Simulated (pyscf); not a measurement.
Optimised with ωB97X-D3(BJ)/def2-SVP in PySCF.

**Question.** For the elementary gas-phase step BiH₃ (SMILES [BiH3]) + Cl–Ge:–Cl (SMILES [Cl][Ge][Cl]) [singlet] → Cl–BiH₂ (SMILES [Cl][BiH2]) + Cl–GeH: (SMILES [Cl][GeH]) [singlet] (singlet surface; Bi–H, Cl–Ge broken, Bi–Cl, Ge–H formed), what barrier and reaction energy does PBE0-D3(BJ)/def2-TZVP give, measured from the separated reactants?

**Answer.** ΔE‡ = 7.2 kcal/mol, ΔE = +17.2 kcal/mol. ωB97M-D3(BJ)/def2-TZVP gives 12.2 kcal/mol and +16.9 kcal/mol. Zero-point energy shifts the barrier by +1.4 kcal/mol. It is a four-centre exchange, with an imaginary mode of 335i cm⁻¹. On the reactant side the descent ends in a bound adduct, 11.0 kcal/mol under the separated species and 15.3 kcal/mol under the saddle at ωB97X-D3(BJ)/def2-TZVP. On the product side the descent ends in an adduct with a Cl–Ge contact, 19.2 kcal/mol under the separated species and 8.5 kcal/mol under the saddle at ωB97X-D3(BJ)/def2-TZVP. At PBE0-D3(BJ) the saddle lies under the separated products, which points to a path from their complex (located at ωB97X-D3(BJ) alone), and parting the products costs more than the saddle. What is counted as broken (Cl–Ge) persists as a longer contact in the product adduct; parting that adduct is a step of its own. At ωB97X-D3(BJ)/def2-TZVP the barrier from the zero used here is 4.3 kcal/mol. One saddle was located; it need not be the lowest between these sides. Elements up to Kr have no core potential and no relativistic terms here. Elements past Kr carry the def2 core potentials, without spin-orbit coupling.
